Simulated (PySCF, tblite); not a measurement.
Isomers of C5H4ClF2 (doublet state). Computed with GFN2-xTB (tblite): harmonic, unscaled wavenumbers at the GFN2-xTB geometry, gas phase. Errors from tens to a few hundred cm⁻¹ against measured bands are possible. One conformer each. Open shells enter through the occupations alone, without spin polarisation, and single modes of such species can be off by tens of per cent.

Electronic energies: B3LYP/pcH-1 single points on the GFN2-xTB geometries (PySCF, gas phase).

```
                   SMILES  electronic energy, lowest = 0 (kJ/mol)
[CH2][C@@H]1C=C1C(F)(F)Cl                                    38.7
   C[C@H]1[C]=C1C(F)(F)Cl                                    83.8
       C[C]1C=C1C(F)(F)Cl                                     0.0
```

Task: How do GFN2-xTB zero-point energies change the relative energies?

Result: 
```tsv
SMILES	ZPE (kJ/mol)	of it from modes above 1550 cm⁻¹	electronic (kJ/mol)	with ZPE, lowest = 0 (kJ/mol)	lowest mode (cm⁻¹)	rings
C[C]1C=C1C(F)(F)Cl	188.9	84.7	0.0	0.0	57	1
[CH2][C@@H]1C=C1C(F)(F)Cl	185.6	86.1	38.7	35.4	25	1
C[C@H]1[C]=C1C(F)(F)Cl	191.5	83.5	83.8	86.4	18	1
```

The zero-point energies span 5.9 kJ/mol, from `[CH2][C@@H]1C=C1C(F)(F)Cl` to `C[C@H]1[C]=C1C(F)(F)Cl`. The order is unchanged.

Task: And how do the electronic energies of GFN2-xTB itself compare?

Result: `C[C]1C=C1C(F)(F)Cl` 0.0; `[CH2][C@@H]1C=C1C(F)(F)Cl` 52.0; `C[C@H]1[C]=C1C(F)(F)Cl` 92.9 kJ/mol, lowest = 0. Against the energies above, taken from the same isomer `C[C]1C=C1C(F)(F)Cl`, the largest difference is 13.3 kJ/mol.
